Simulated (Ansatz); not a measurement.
System: C3H8GeI (charge 0, doublet). SMILES: [CH2][Ge]([CH3])([CH3])[I]
Geometry: optimised at B3LYP-D3(BJ)/def2-TZVP (Ansatz, a program for electronic structure).

Quantity: atomisation energy, in kcal/mol. Conventions: STO-3G and 3-21G all-electron and non-relativistic; open shells spin-unrestricted; six Cartesian d functions in 6-31G* and its kin unless marked 5d; spin-orbit terms left out; LANL2DZ with its own core potentials from Na on; atomisation electronic, to ground-state atoms. Ab initio and DFT rows: single points at B3LYP-D3(BJ) geometries (Ansatz).

| level | program | atomisation energy (kcal/mol) |
|---|---|---|
| HF/STO-3G | Ansatz | 1094.1 |
| HF/3-21G | Ansatz | 809.4 |
| HF/LANL2DZ | Ansatz | 780.5 |
| HF/6-31G* with LANL2DZ past Ar | Ansatz | 799.0 |

No value to compare with is used here. The 4 habitual levels span 780.5 (HF/LANL2DZ) to 1094.1 kcal/mol (HF/STO-3G).

The sets are all those run for this method; left out are runs that failed, that the program found above a lower state of the same kind, or whose <S^2> lies over 0.5 above the pure value.
